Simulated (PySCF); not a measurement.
# Computed records: AlGeH4NO

All values are calculated (PySCF 2.14.0). Calculation on a computer-drawn molecule: the log of a Hartree-Fock and frozen-core CCSD(T) single point meant for a local Hartree-Fock minimum, with one planted fault or none, to be diagnosed. Offsets are logged minus clean, where the clean run is the same molecule without the fault. The reference is restricted for singlets and unrestricted otherwise, and also for a bond in bohr or an excited solution. Adding or removing an electron swaps singlet and doublet. The excited solution moves the top pair (singlet) or top alpha electron (doublet) to the lowest empty orbital. Highest occupied and lowest empty are orbital energies over both spins, largest force is the largest gradient component, triples share is (T) over the correlation energy, the T1 limit is 0.02 restricted and 0.045 unrestricted, electrons count all cores, a negative frequency is imaginary (commonest isotopes), and the dipole is about the centre of nuclear charge; on germanium a core potential holds 10 electrons, which the energies leave out, and 3d is frozen in MP2 and coupled-cluster steps.

```xyz
8
formula=AlGeH4NO meant_charge=0 meant_multiplicity=1 meant_basis=cc-pV(D+d)Z meant_basis_and_core_potential_on_germanium=cc-pVDZ-PP_ECP10MDF logged_electrons=65 logged_basis_functions=94 logged_SCF_converged=yes logged_spin_squared=0.7659 logged_highest_occupied=0.39415 logged_lowest_empty=6.16 logged_largest_force=0.053309 logged_T1_diagnostic=0.027509 logged_D1_diagnostic=0.13645 logged_triples_share=0.033244 logged_CC_converged=yes logged_dipole_magnitude=6.0269 logged_SCF_stable_within_its_kind=yes logged_energy_HF=-666.90841 logged_energy_CCSD(T)=-667.48832 possible_faults=no_fault,one_electron_removed,one_electron_added,multiplicity_raised_by_two,geometry_at_a_saddle_point,SCF_held_on_an_excited_solution,minimal_basis_STO-3G,one_bond_length_entered_in_bohr,all_coordinates_scaled planted_fault=one_electron_added HF_energy_offset_from_clean_run=19.43 CCSD(T)_energy_offset_from_clean_run=11.44
O      0.9890     3.5970     0.2176
Ge     0.3278     2.2101    -0.2928
N      0.9198     0.5805     0.1751
Al     0.3429    -1.0613    -0.2691
H     -0.8656     2.0508    -1.2232
H      1.7136     0.6545     0.7940
H      1.0984    -2.3057     0.3250
H     -0.8963    -1.1389    -1.2356
```

Units: logged_highest_occupied, logged_lowest_empty in eV; logged_largest_force in hartree/bohr; logged_dipole_magnitude in debye; logged_energy_HF, logged_energy_CCSD(T) in hartree; HF_energy_offset_from_clean_run, CCSD(T)_energy_offset_from_clean_run in kcal/mol.

Drawn bonds:
| atom | other atom | order |
| --- | --- | --- |
| 1 | 2 | 2 |
| 2 | 3 | 1 |
| 3 | 4 | 1 |
| 2 | 5 | 1 |
| 3 | 6 | 1 |
| 4 | 7 | 1 |
| 4 | 8 | 1 |

Notes: highest electron not bound in this basis.
